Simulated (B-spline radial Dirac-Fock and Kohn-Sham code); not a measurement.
## Isotope-shift constants of the inner levels of Tl⁺

System: thallium as Tl⁺, configuration [Xe] 4f14 5d10 6s2.

Input file task.json (cfg lists n, l and occupation; rrms is the nuclear radius in fm):

```json
{"items": [{
  "Z": 81,
  "q": 1,
  "cfg": [[1, 0, 2], [2, 0, 2], [2, 1, 6], [3, 0, 2], [3, 1, 6], [3, 2, 10], [4, 0, 2], [4, 1, 6], [4, 2, 10], [4, 3, 14], [5, 0, 2], [5, 1, 6], [5, 2, 10], [6, 0, 2]],
  "A": 205,
  "rrms": 5.4759,
  "do": "isoshift",
  "isotopes": [[183, 182.982192843, 5.3786], [185, 184.978789189, 5.3896], [188, 187.976020886, 5.4017], [190, 189.973841771, 5.4121], [191, 190.971784093, 5.4169], [192, 191.972225, 5.4191], [193, 192.970501994, 5.4243], [194, 193.971081408, 5.4259], [195, 194.969774052, 5.4325], [196, 195.970481189, 5.4327], [197, 196.969560492, 5.4388], [198, 197.970446669, 5.4396], [199, 198.969877, 5.4479], [200, 199.970963608, 5.4491], [201, 200.970820235, 5.4573], [202, 201.972108874, 5.4595], [203, 202.972344098, 5.4666], [204, 203.97386342, 5.4704], [205, 204.974427318, 5.4759], [207, 206.977418605, 5.4853], [208, 207.982018006, 5.4946]]
}]}
```

Launch: `python xray2_run.py task.json out`

Model: first-order field-shift and mass-shift constants from Dirac-Fock ground and hole states with a Fermi nucleus; the mass shift has no relativistic recoil terms. Program: a radial finite-basis atomic code. A binding energy shifts by δE = F·δ⟨r²⟩ + (K_N + K_S)·δ(1/M); F is taken for a change of radius at fixed skin thickness and so holds the higher radial moments.

| level | F (meV/fm²) |
| --- | --- |
| K (1s) | -1546 |
| L1 (2s) | -234.0 |
| L2 (2p1/2) | -6.954 |
| L3 (2p3/2) | 9.063 |
| M1 (3s) | -53.71 |
| M2 (3p1/2) | -1.636 |
| M3 (3p3/2) | 2.631 |
| M4 (3d3/2) | 2.461 |
| M5 (3d5/2) | 2.324 |

The mass shift is not given and not included below: at this Z its relativistic corrections are large. It matters little for K lines but can be comparable with the field shift of L lines.

Field shifts alone in meV from A = 205 (mass 204.9744 u, rms radius 5.4759 fm); radii from Angeli and Marinova (2013).

```
  A  mass (u)  radius (fm)      Kα1      Kα2      Kβ1   Lα1
183  182.9822       5.3786  +1642.1  +1625.2  +1635.3  -7.1
185  184.9788       5.3896  +1458.0  +1442.9  +1451.9  -6.3
191  190.9718       5.4169   +999.3   +989.0   +995.1  -4.3
193  192.9705       5.4243   +874.5   +865.5   +870.9  -3.8
194  193.9711       5.4259   +847.5   +838.8   +844.0  -3.7
195  194.9698       5.4325   +736.1   +728.5   +733.1  -3.2
196  195.9705       5.4327        ?        ?        ?     ?
197  196.9696       5.4388   +629.6   +623.1   +627.0  -2.7
199  198.9699       5.4479   +475.6   +470.7   +473.6  -2.1
200  199.9710       5.4491   +455.2   +450.6   +453.4  -2.0
```

Problem. What are the shifts for A = 196?

Solution. Kα1 +732.7 meV; Kα2 +725.2 meV; Kβ1 +729.7 meV; Lα1 -3.2 meV.

Values without a named source are computed, but for edge energies of neutral atoms, which are taken from tables.
